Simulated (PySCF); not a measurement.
Species: `CCC/C=N/[SiH3]`. The columns A, B, C and D hold Mulliken, IAO, Hirshfeld and ESP-fitted charges (e) of one PBE0/pcSseg-1 density (PySCF), in a shuffled order. Coordinates in Å (PBE0-D3(BJ)/def2-SVP); the density's dipole moment is (1.19, 0.94, -1.11) D.

```csv
atom,x,y,z,A,B,C,D
C1,2.126,0.881,1.064,-0.368,-0.115,-0.282,-0.411
C2,1.981,0.507,-0.403,+0.210,-0.060,-0.298,-0.243
C3,0.844,-0.481,-0.667,-0.344,-0.071,-0.196,-0.277
C4,-0.503,0.099,-0.365,+0.498,+0.074,+0.074,+0.081
N5,-1.326,-0.424,0.443,-0.633,-0.246,-0.535,-0.544
Si6,-2.903,0.235,0.819,+0.531,+0.338,+0.602,+0.725
H7,1.210,1.352,1.455,+0.104,+0.035,+0.121,+0.135
H8,2.955,1.587,1.218,+0.083,+0.042,+0.121,+0.140
H9,2.321,-0.008,1.683,+0.100,+0.041,+0.118,+0.138
H10,1.819,1.417,-1.008,-0.026,+0.035,+0.117,+0.127
H11,2.922,0.068,-0.772,+0.004,+0.042,+0.128,+0.137
H12,0.964,-1.401,-0.074,+0.109,+0.043,+0.132,+0.149
H13,0.853,-0.767,-1.735,+0.079,+0.049,+0.141,+0.148
H14,-0.723,1.047,-0.914,-0.019,+0.033,+0.084,+0.087
H15,-3.941,-0.783,0.480,-0.092,-0.076,-0.096,-0.121
H16,-3.190,1.505,0.067,-0.141,-0.088,-0.134,-0.150
H17,-2.966,0.507,2.285,-0.095,-0.076,-0.097,-0.122
```

Task: Which column most likely holds the ESP-fitted charges?

Result: A. Σ q r misses the density's dipole by 0.05 D (A), 0.56 D (C), 0.73 D (B), 1.04 D (D). Charges fitted to the outside potential are the only set here that is tied to the molecule's multipoles.

Task: And the Hirshfeld charges?

Result: B. The mean sizes are 0.086 e (B), 0.193 e (C), 0.202 e (A), 0.220 e (D), and Hirshfeld charges are commonly the smallest of these schemes.

As computed, A = ESP-fitted, B = Hirshfeld, C = Mulliken, D = IAO. Hydrogens on carbon: ESP-fitted -0.03 to +0.11, Hirshfeld +0.03 to +0.05, Mulliken +0.08 to +0.14, IAO +0.09 to +0.15 e.

The Hirshfeld scheme divides the density at each point in proportion to the densities of the neutral, spherically averaged free atoms. The Mulliken scheme counts on each atom the diagonal of the density matrix times the overlap matrix over that atom's basis functions.

Isolated species at its PBE0-D3(BJ)/def2-SVP geometry (one conformer only).

The run behind these numbers computed NMR shieldings as well. The run took 14 s on x86-64 server, one thread, shared host.

Conformer computed: `[CH3:1][CH2:2][CH2:3]/[CH:4]=[N:5]/[SiH3:6]`: C1–C2–C3–C4 65°, C2–C3–C4–N5 -124°.
